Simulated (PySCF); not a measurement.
Species: C2H9NO2Si2.
InChI=1S/C2H9NO2Si2/c1-5-2(4)6-7-3/h3,6-7H2,1H3

Torsions of this conformer, `[CH3:1][O:2][C:3](=[O:4])[SiH2:5][SiH2:6][NH2:7]`: C1–O2–C3–O4 0°, O2–C3–Si5–Si6 -101°, C3–Si5–Si6–N7 -170°, H–N7–Si6–Si5 -165°, H–N7–Si6–Si5 56°.

The closed-shell ground state was solved at several levels (PySCF, density fitting, gas phase, non-relativistic). The structure is a single PBE0-D3(BJ)/def2-SVP conformer in the gas phase; no vibrational or solvent corrections.

```
        level  basis functions  total energy (Eh)  HOMO (eV)  LUMO (eV)  gap (eV)  dipole (D)
PBE0/pcSseg-1              178          -865.2214      -7.32      -0.57      6.75        1.50
 PBE/pcSseg-1              178          -865.1651      -5.91      -1.51      4.40        1.42
```

**Question.** Estimate the row for B3LYP/def2-SVPD, a basis of 226 functions; the other rows only guide the guess.

**Answer.** Total energy -865.5075 Eh, HOMO -7.17 eV, LUMO -0.95 eV, gap 6.22 eV, dipole 1.54 D.

**Question.** Over all these levels, which gives the widest orbital gap and which the narrowest?

**Answer.** PBE0/pcSseg-1 (global hybrid, 25 % exact exchange) has the widest, 6.75 eV, and PBE/pcSseg-1 (GGA) the narrowest, 4.40 eV. The two share the basis. From the narrowest to the widest the HOMO moves by -1.41 eV and the LUMO by +0.94 eV.

**Question.** How far do the dipole and the HOMO energy spread over the levels?

**Answer.** The dipole runs from 1.42 to 1.54 D (mean 1.49 D) and the HOMO from -7.32 to -5.91 eV.
